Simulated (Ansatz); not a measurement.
GeF₄. The state is a singlet with charge 0. Geometry B3LYP-D4/def2-SVP, basis def2-TZVP, Ansatz.

```tsv
run	HOMO (eV)	LUMO (eV)
A	-15.56	0.53
B	-12.68	-1.97
C	-11.86	-2.34
D	-11.04	-2.74
E	-13.09	-1.73
F	-10.47	-3.11
```

LC-ωPBE has ω = 0.4 bohr⁻¹.

Question: The runs used LC-ωPBE, PBE, PBE0, r2SCAN, r2SCAN0, r2SCANh. Estimate which is which.

Answer: A LC-ωPBE (range-separated); B PBE0 (25 % exact exchange); C r2SCANh (10 % exact exchange); D r2SCAN (0 % exact exchange); E r2SCAN0 (25 % exact exchange); F PBE (0 % exact exchange). Exact exchange lowers occupied and raises empty levels; among semilocal functionals meta-GGAs tend to open the gap a little, and such runs are hard to tell apart. The gap grows from 7.36 eV (PBE) to 16.09 eV (LC-ωPBE).
